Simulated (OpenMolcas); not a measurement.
**Tc⁺: effect of the IPEA shift**

```
Program             : OpenMolcas 26.06
Basis               : ANO-RCC-VTZP [7s6p4d2f1g]
Scalar Hamiltonian  : DKH2, point nucleus
Active space        : 6 electrons in 6 orbitals (4d 5s)
State averaging     : 2S+1 = 7 even, 1 root; 2S+1 = 5 even, 30 roots kept (CI in the orbitals of an earlier block); 2S+1 = 3 even, 72 roots kept (CI in the orbitals of an earlier block); 2S+1 = 1 even, 23 roots kept (CI in the orbitals of an earlier block)
Spin-orbit coupling : state interaction with AMFI integrals over the reference wave functions, term energies averaged over their components
```

Methods on the same reference wave functions:
A. CASSCF
B. MS-CASPT2, IPEA 0 Eh, imaginary shift 0.1 Eh (closed shells correlated: 4s 4p)
C. MS-CASPT2, IPEA 0.25 Eh, imaginary shift 0.1 Eh (closed shells correlated: 4s 4p)

Energies in cm⁻¹ above 4d⁵ 5s ⁷S₃.

| Level | A | B | C |
| --- | --- | --- | --- |
| 4d⁵ 5s ⁷S₃ | 0.0 | 0.0 | 0.0 |
| 4d⁵ 5s ⁵S₂ | 17323 | 11530 | 12590 |
| 4d⁶ ⁵D₄ | 18194 | 6980 | 6570 |
| 4d⁶ ⁵D₃ | 18983 | 7870 | 7450 |
| 4d⁶ ⁵D₂ | 19496 | 8430 | 8010 |
| 4d⁶ ⁵D₁ | 19823 | 8780 | 8360 |
| 4d⁶ ⁵D₀ | 19984 | 8940 | 8530 |
| 4d⁵ 5s ⁵G₂ | 26659 | 22400 | 22620 |
| 4d⁵ 5s ⁵G₃ | 26715 | 22450 | 22670 |
| 4d⁵ 5s ⁵G₄ | 26779 | 22560 | 22760 |
| 4d⁵ 5s ⁵G₅ | 26836 | 22640 | 22830 |
| 4d⁵ 5s ⁵G₆ | 26866 | 22690 | 22880 |
| 4d⁵ 5s ⁵P₁ | 30637 | 25220 | 25600 |
| 4d⁵ 5s ⁵D₄ | 32998 | 26500 | 27010 |
| 4d⁵ 5s ⁵D₀ | 33322 | 26710 | 27120 |
| 4d⁵ 5s ⁵D₁ | 33469 | 26980 | 27470 |
| 4d⁶ ³P₂ | 34177 | 20160 | 21470 |
| 4d⁵ 5s ³G₅(1) | 34259 | 22840 | 24820 |
| 4d⁵ 5s ³G₄(1) | 34326 | 23080 | 25070 |
| 4d⁵ 5s ³G₃(1) | 34742 | 23130 | 25170 |
| 4d⁶ ³H₆ | 35593 | 20440 | 20860 |
| 4d⁶ ³P₁ [64 %] | 35601 | 21720 | 23070 |
| 4d⁶ ³H₅ | 36273 | 20750 | 21260 |
| 4d⁶ ³P₀ | 36353 | 21790 | 23220 |

Between B and C the level of the table that moves most is 4d⁵ 5s ³G₃(1), by 2000 cm-1 (lowest in B, highest in C). Moves below CASPT2's spread within the term are not significant.

From A to B the spin-free energies of the other terms of 4d⁵ 5s shown, above ⁷S, scale by factors of 0.66 to 0.84.

The lowest spin-free term lies below A's lowest term by 0.417 hartree in B, 0.398 hartree in C.

Term energies are means over components that CASPT2 splits; among the terms shown or strongly mixed into the levels shown the widest spread is 800 cm-1 (4d⁵ 5s ⁵G, C). Over all roots computed the reference weight is 0.84 to 0.91 in B; the roots of lowest weight are the least certain, and an intruder state may touch them. Terms from blocks run as CI alone lack orbitals of their own. Configurations are named by rounded mean occupations; where the s occupation lies near a half they are strongly mixed, a name can repeat and a true partner stay unpaired. A single d shell beside an s shell can misplace configurations of different d count against each other. The CASPT2 spread within a term exceeds the gap to the next term for 4d⁵ 5s ⁵G and 4d⁵ 5s ³G(1), so the order of their levels is uncertain, and so are names and mixing where such terms share a J (figures for B; the like holds for C). Without dynamic correlation excited terms often stand tens of per cent too high (terms of higher spin than the ground term too low), and those without a measured partner can miss by more than the paired ones (holds for A). Blocks of more than 70 roots (2S+1 = 3 even) ran without multistate coupling (holds for B; C). Only configurations of the active space appear. Levels that lie high or do not pair safely by name in every column are left out.

A share in square brackets marks a mixed level and gives the weight of the term that names it, the lowest over the columns. A number in round brackets counts repeated terms of one configuration in the order of the reference energies.
